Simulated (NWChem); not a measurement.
System: diarsenic (As$_{2}$); SMILES [As]#[As]

Here is an NWChem input.

```
start job
memory heap 200 mb stack 700 mb global 900 mb
geometry units angstroms noautosym nocenter noautoz
  As     0.000000     0.000000     1.059269
  As     0.000000     0.000000    -1.059269
end
basis spherical bse
  As library x2c-svpall-s
end
relativistic
  zora on
  zora:cutoff 1d-30
end
dft
  xc xpbe96 cpbe96
  grid fine
  iterations 150
end
property
  shielding 1 1
end
task dft property
```

Geometry: optimised at B3LYP/6-31G* (spherical d).

GIAO values for the isolated, static molecule; σ is the absolute isotropic shielding.

Atoms are numbered as in the input.

**Question.** Give the results of this calculation. (PBE/x2c-SVPall-s, scalar ZORA without spin-orbit coupling, GIAO.) Quantities: σ As1 (ppm).

**Answer.** 
```json
{
 "σ As1 (ppm)": "-514.3"
}
```
